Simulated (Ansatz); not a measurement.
Species: CH₃BN₂, SMILES `BNC#N` (charge 0, multiplicity 1), formula CH$_{3}$BN$_{2}$.

Q: How many basis functions does frozen-core CCSD(T)/cc-pVTZ // r2SCAN-D4/def2-TZVP (Ansatz, an electronic-structure program) use, how many core orbitals are frozen, and how many electrons are correlated?

A: 162 basis functions and 4 frozen orbitals, which leaves 20 correlated electrons. Core time is of the order of seconds.
